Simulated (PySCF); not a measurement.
## Ir²⁺: excitation energy

Ir²⁺ [Xe] 4f14 5d7 (4F) → Ir²⁺ [Xe] 4f14 5d6 6s1 (6D), as a difference of total energies. All numbers are calculated (PySCF 2.14, scalar relativity through the core potential, in def2-QZVPPD with the def2 core potential (60 electrons) (7s5p4d4f2g, 88 functions)). Correlated levels: valence: 5s2 5p6 frozen. The calculations carry no spin-orbit coupling.

```json
{"method": "UHF", "excitation energy (eV)": "1.411"}
{"method": "MP2 (valence)", "excitation energy (eV)": "1.896"}
{"method": "SCS-MP2 (valence)", "excitation energy (eV)": "2.435"}
{"method": "CCSD (valence)", "excitation energy (eV)": "1.899"}
{"method": "CCSD(T) (valence)", "excitation energy (eV)": "1.934"}
```

Question: How much does correlation contribute at CCSD(T) (valence)?

Answer: 1.934 − (1.411) = 0.523 eV, measured against UHF.
